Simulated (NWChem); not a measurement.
System: C2H4AlBr; SMILES [CH](=C)[AlH][Br]

```xyz
8

Al    -0.5788    -0.6491    -0.0009
H     -2.1537    -0.7823    -0.0004
Br     0.3152     1.4501    -0.0017
C      0.5799    -2.1999    -0.0006
C      0.0389    -3.4317     0.0016
H      1.6690    -2.1306    -0.0018
H      0.6400    -4.3423     0.0021
H     -1.0394    -3.5944     0.0029
```
Atoms are numbered in this order, from 1.

Level: B3LYP/6-31G* (spherical d) (NWChem), optimised geometry, unscaled harmonic frequencies. This build's default masses of Se (78.918 u) and Br (79.917 u) are each other's, which moves their modes by up to 0.6 %.

```tsv
frequency (cm⁻¹)	IR intensity (km/mol)
73	0.4
108	2.1
234	2.0
403	7.0
415	48.3
503	112.7
655	106.5
668	218.6
1010	31.7
1015	15.2
1065	14.5
1293	2.1
1455	28.0
1651	28.5
1970	155.9
3122	22.4
3141	7.4
3194	19.7
```

```yaml
zero_point_energy: 31.4 kcal/mol
thermal correction to the enthalpy at 298.15 K (with zero-point energy): 35.8 kcal/mol
heat capacity Cv: 18.9 cal/(mol K)
entropy at 298.15 K and 1 atm (symmetry number 1): 80.2 cal/(mol K)
dipole_moment: 2.51 D
```

Rigid rotor and harmonic oscillator; modes under 100 cm⁻¹ make the entropy uncertain.
